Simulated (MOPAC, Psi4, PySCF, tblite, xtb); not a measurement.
Dimer H3ClSi ··· H3B (SMILES [SiH3]Cl and B) at R = 2.89 Å between the centres of mass, closest contact 2.33 Å (lowest of the rigid-body minima from ten starts at GFN2-xTB). Geometry in Å and degrees:

```
Cl
Si 1 2.0663
H 2 1.4758 1 108.48
H 2 1.4758 3 110.44 1 118.77
H 2 1.4758 3 110.44 4 122.46
B 1 2.3293 2 114.85 3 119.82
H 6 1.1893 1 90.71 2 -46.26
H 6 1.1893 7 120.00 1 -90.44
H 6 1.1893 7 120.00 8 -179.98
```

Levels of theory: GFN2-xTB (tblite); SAPT0/jun-cc-pVDZ, frozen core (Psi4); revPBE/def2-TZVP, counterpoise-corrected (Psi4); revPBE-D3(BJ)/def2-TZVP, counterpoise-corrected (Psi4); PBE/def2-TZVP, counterpoise-corrected (Psi4); PBE-D3(BJ)/def2-TZVP, counterpoise-corrected (Psi4); HF/aug-cc-pVDZ, counterpoise-corrected (Psi4); MP2/aug-cc-pVDZ = DF-MP2/aug-cc-pVDZ, frozen core, counterpoise-corrected in Psi4 1.11; SCS-MP2/aug-cc-pVDZ = Psi4 with DF-SCS-MP2/aug-cc-pVDZ, frozen core, counterpoise-corrected; AM1, restricted, heats of formation (MOPAC); PM7, restricted, heats of formation (MOPAC); GFN1-xTB (xtb); RKS-B3LYP/6-31G* = restricted B3LYP/6-31G*, spherical d, no counterpoise correction in PySCF; RKS-LDA (SVWN5)/6-31G* = restricted LDA (SVWN5)/6-31G*, spherical d, no counterpoise correction (PySCF 2.14.0); RHF/6-31G* = restricted Hartree-Fock/6-31G*, spherical d, no counterpoise correction (PySCF); RMP2/6-31G* = restricted MP2 (frozen core)/6-31G*, spherical d, no counterpoise correction in PySCF.

### Question
What interaction energy does each level give?

### Answer

| method | E_int / kJ/mol |
|---|---|
| RKS-LDA (SVWN5)/6-31G* | -43.16 |
| GFN2-xTB | -23.47 |
| PBE-D3(BJ)/def2-TZVP | -19.84 |
| PBE/def2-TZVP | -13.35 |
| revPBE-D3(BJ)/def2-TZVP | -13.02 |
| GFN1-xTB | -12.28 |
| AM1 | -10.16 |
| revPBE/def2-TZVP | 1.97 |
| RMP2/6-31G* | 2.75 |
| MP2/aug-cc-pVDZ | 3.38 |
| PM7 | 3.72 |
| RKS-B3LYP/6-31G* | 3.90 |
| SAPT0/jun-cc-pVDZ | 7.11 |
| SCS-MP2/aug-cc-pVDZ | 11.07 |
| RHF/6-31G* | 31.19 |
| HF/aug-cc-pVDZ | 33.49 |
